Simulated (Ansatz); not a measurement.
CH3BBr2O, SMILES `COB(Br)Br`. Charge 0, multiplicity 1.

Cartesian coordinates in Å:
```
C -0.7482 -0.1614 0.9009
O 0.5348 0.1823 0.4055
B 0.9219 0.2144 -0.8620
Br 2.7310 0.7236 -1.2318
Br -0.2368 -0.2229 -2.3391
H -0.6267 -0.9812 1.6091
H -1.1553 0.7061 1.4211
H -1.4207 -0.4609 0.0963
```

(1) What are the harmonic wavenumbers in cm⁻¹ at PBE0-D4/def2-TZVP (Ansatz, finite differences of forces, unscaled)? (An estimate is asked.)

Answers

(1) The calculation gave: 21i, 144, 167, 184, 336, 439, 474, 860, 1016, 1186, 1187, 1391, 1491, 1493, 1513, 3063, 3151, 3154.
